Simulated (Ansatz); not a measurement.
`[F][GeH2][Cl]`, relaxed with RKS PBE0-D4/def2-TZVP in Ansatz 0.2.0 from a PBE-D4/def2-SVP geometry. The force threshold is 0.005 eV/Å; the program also tests the step.

Charge 0, multiplicity 1.

Start:

```xyz
5

F     0.821    1.414   -0.527
Ge    0.001    0.021    0.153
Cl   -0.581   -1.246   -1.501
H    -1.272    0.544    0.854
H     1.031   -0.733    1.021
```

**Question.** How much energy does the relaxation release, and in how many steps? (Best estimate.)

**Answer.** The calculation gave: 0.50 kcal/mol, in 4 steps.

**Question.** Which bonds change most? (Estimate.)

**Answer.** The calculation gave: Ge2–Cl3 from 2.163 to 2.133 Å; F1–Ge2 from 1.753 to 1.730 Å; Ge2–H5 from 1.544 to 1.528 Å; Ge2–H4 from 1.544 to 1.528 Å.

**Question.** Give the relaxed structure. (Best estimate.)

**Answer.** Computed: 
```xyz
5

F     0.807    1.388   -0.528
Ge   -0.001    0.019    0.153
Cl   -0.569   -1.222   -1.486
H    -1.259    0.539    0.847
H     1.021   -0.724    1.013
```
